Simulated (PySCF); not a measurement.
Simulation results for GeH₅NOSi, GeH₃NOSi

Calculation on a computer-drawn molecule: the log of a Hartree-Fock and frozen-core CCSD(T) single point meant for a local Hartree-Fock minimum, with one planted fault or none, to be diagnosed. Offsets are logged minus clean, where the clean run is the same molecule without the fault. The reference is restricted for singlets and unrestricted otherwise, and also for a bond in bohr or an excited solution. Adding or removing an electron swaps singlet and doublet. The excited solution moves the top pair (singlet) or top alpha electron (doublet) to the lowest empty orbital. Highest occupied and lowest empty are orbital energies over both spins, largest force is the largest gradient component, triples share is (T) over the correlation energy, the T1 limit is 0.02 restricted and 0.045 unrestricted, electrons count all cores, a negative frequency is imaginary (commonest isotopes), and the dipole is about the centre of nuclear charge; on germanium a core potential holds 10 electrons, which the energies leave out, and 3d is frozen in MP2 and coupled-cluster steps. Program: PySCF 2.14.0.

Common to all runs: meant charge 0; meant multiplicity 1; meant basis cc-pV(D+d)Z; meant basis and core potential on germanium cc-pVDZ-PP ECP10MDF; logged SCF converged yes; logged spin squared 0; possible faults no fault, one electron removed, one electron added, multiplicity raised by two, geometry at a saddle point, SCF held on an excited solution, minimal basis STO-3G, one bond length entered in bohr, all coordinates scaled.

```yaml
- entry: 1
  formula: GeH5NOSi
  logged_structure:
    atoms_angstrom:
      - [O, 2.3039, 0.7744, 0.1274]
      - [Ge, 1.4148, -0.6636, -0.4475]
      - ["N", 1.2956, -0.2436, -2.2496]
      - [Si, 0.5502, -1.1719, -3.5118]
      - [H, 2.559, 1.4595, -0.4745]
      - [H, 1.7101, 0.6268, -2.5451]
      - [H, 0.0056, -2.3993, -2.8892]
      - [H, 1.5189, -1.5521, -4.5679]
      - [H, -0.5529, -0.4307, -4.1692]
  given:
    logged_electrons: 66
    logged_basis_functions: 99
    "logged_highest_occupied [eV]": -4.8523
    "logged_lowest_empty [eV]": -3.7278
    "logged_largest_force [hartree/bohr]": 0.063034
    "logged_dipole_magnitude [debye]": 1.4185
    logged_SCF_stable_within_its_kind: "no"
    "logged_energy_HF [hartree]": -714.20241
    drawn_bonds_atom: [1, 2, 3, 1, 3, 4, 4, 4]
    drawn_bonds_other_atom: [2, 3, 4, 5, 6, 7, 8, 9]
    drawn_bonds_order: [1, 1, 1, 1, 1, 1, 1, 1]
  results:
    planted_fault: "SCF held on an excited solution"
    "HF_energy_offset_from_clean_run [kcal/mol]": 251.2
  notes: ["coupled-cluster numbers left out as unreliable"]
- entry: 2
  formula: GeH3NOSi
  logged_structure:
    atoms_angstrom:
      - [O, 1.1837, 1.4636, 1.9256]
      - [Ge, 0.2395, 0.4662, 1.0286]
      - ["N", -0.7525, 1.5964, 0.3146]
      - [Si, -1.7089, 2.3776, -0.4055]
      - [H, 0.9959, 2.3087, 1.8566]
      - [H, -2.93, 2.7137, 0.0619]
      - [H, -1.5044, 2.8923, -1.6367]
  given:
    logged_electrons: 64
    logged_basis_functions: 89
    "logged_highest_occupied [eV]": -8.6398
    "logged_lowest_empty [eV]": 1.8053
    "logged_largest_force [hartree/bohr]": 0.14494
    logged_T1_diagnostic: 0.017383
    logged_D1_diagnostic: 0.054375
    logged_triples_share: 0.027952
    logged_CC_converged: "yes"
    "logged_dipole_magnitude [debye]": 4.7436
    logged_SCF_stable_within_its_kind: "yes"
    "logged_energy_HF [hartree]": -713.30465
    "logged_energy_CCSD(T) [hartree]": -713.85565
    drawn_bonds_atom: [1, 2, 3, 1, 4, 4]
    drawn_bonds_other_atom: [2, 3, 4, 5, 6, 7]
    drawn_bonds_order: [1, 1, 2, 1, 1, 1]
  results:
    planted_fault: "all coordinates scaled, by -8.4 %"
    "HF_energy_offset_from_clean_run [kcal/mol]": 47.14
    "CCSD(T)_energy_offset_from_clean_run [kcal/mol]": 61.82
```
